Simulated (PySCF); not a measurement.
**Arsenic: a sound run and one with changed settings**

Sound run: As [Ar] 3d10 4s2 4p3, As⁺ [Ar] 3d10 4s2 4p2. Computed with PySCF 2.14 in cc-pVDZ-PP with ECP10MDF, with scalar relativity through the core potential. In the sound run the correlated levels freeze 3s2 3p6 3d10 outside the core potential. The sound run starts from symmetry-adapted Hartree-Fock orbitals and uses a fine grid where one is needed.

Changed run: all electrons correlated in a basis built for the valence shell.

| species | method | sound run (hartree) | changed run (hartree) | converged |
| --- | --- | --- | --- | --- |
| As | MP2 | -331.25202 | -331.27674 | yes |
| As⁺ | MP2 | -330.89306 | -330.91631 | yes |

Ionisation energy of As:

| method | sound run (eV) | changed run (eV) |
| --- | --- | --- |
| UHF | 9.431 | 9.431 |
| MP2 | 9.768 | 9.808 |
| SCS-MP2 | 9.649 | 9.673 |

A valence basis has no tight correlating functions, so it recovers only part of the core correlation, and not evenly between atom and ion.

For comparison, NIST gives 9.789 eV between the lowest levels.
